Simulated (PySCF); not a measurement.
C3H7BFN. Atoms are numbered in the order given.

```xyz
13

C      0.0563    -2.6239     0.0000
C      0.7114    -1.4431     0.0000
B     -0.0282    -0.0657     0.0000
F     -1.3869    -0.0312     0.0000
N      0.6697     1.1604     0.0000
C      0.0890     2.4878     0.0000
H     -1.0468    -2.6573     0.0000
H      0.5779    -3.5962     0.0000
H      1.8180    -1.4679     0.0000
H      1.6907     1.1324     0.0000
H      0.3841     3.0753    -0.8975
H      0.3841     3.0753     0.8975
H     -1.0136     2.4005     0.0000
```

Geometry: PBE-D3(BJ)/def2-SVP. The structure was generated by enumeration, and PubChem lists no compound with its InChIKey, so it may never have been made. Other conformers were not sampled.

Method: PBE-D3(BJ)/def2-SVP in PySCF.

Harmonic, unscaled wavenumbers; measured fundamentals usually lie a few per cent lower.

**Question.** Estimate the vibrational spectrum. (Estimate from the structure and the level; the computed values follow.)

**Answer.** 
| mode | ν (cm⁻¹) | IR (km/mol) | moving atoms (share of kinetic energy) |
|---|---|---|---|
| 1 | 83 | 1.6 | C 53 %, H 31 % |
| 2 | 147 | 0.0 | H 95 % |
| 3 | 158 | 0.5 | C 41 %, H 28 %, F 18 %, B 10 % |
| 4 | 183 | 1.1 | N 37 %, H 37 %, C 24 % |
| 5 | 244 | 3.2 | F 50 %, C 30 %, H 16 % |
| 6 | 401 | 1.2 | C 61 %, H 18 %, N 13 % |
| 7 | 433 | 1.3 | H 54 %, B 24 %, C 8 % |
| 8 | 547 | 3.2 | C 32 %, N 23 %, H 22 %, F 15 % |
| 9 | 596 | 48.4 | H 87 % |
| 10 | 696 | 48.3 | B 50 %, H 24 %, C 20 % |
| 11 | 745 | 1.3 | F 35 %, N 23 %, C 21 %, H 20 % |
| 12 | 949 | 27.2 | H 72 %, C 28 % |
| 13 | 980 | 9.3 | H 77 %, C 17 % |
| 14 | 1011 | 11.9 | H 92 % |
| 15 | 1048 | 36.3 | H 47 %, C 27 %, B 15 %, N 9 % |
| 16 | 1074 | 8.0 | H 44 %, N 21 %, C 18 %, B 15 % |
| 17 | 1102 | 0.1 | H 74 %, C 20 % |
| 18 | 1198 | 82.6 | H 53 %, B 19 %, C 14 %, N 11 % |
| 19 | 1270 | 28.0 | H 58 %, C 29 %, B 11 % |
| 20 | 1337 | 88.0 | H 49 %, B 38 % |
| 21 | 1381 | 5.1 | H 77 %, C 17 % |
| 22 | 1405 | 53.5 | H 69 %, B 15 %, C 13 % |
| 23 | 1420 | 39.1 | H 87 % |
| 24 | 1420 | 5.6 | H 97 % |
| 25 | 1519 | 211.3 | N 38 %, H 32 %, B 26 % |
| 26 | 1640 | 35.2 | C 84 %, H 12 % |
| 27 | 2942 | 80.1 | H 97 % |
| 28 | 3003 | 30.4 | H 90 %, C 10 % |
| 29 | 3049 | 19.8 | H 93 % |
| 30 | 3061 | 7.3 | H 93 % |
| 31 | 3085 | 4.5 | H 91 %, C 9 % |
| 32 | 3150 | 9.6 | H 89 %, C 11 % |
| 33 | 3536 | 23.3 | H 93 % |
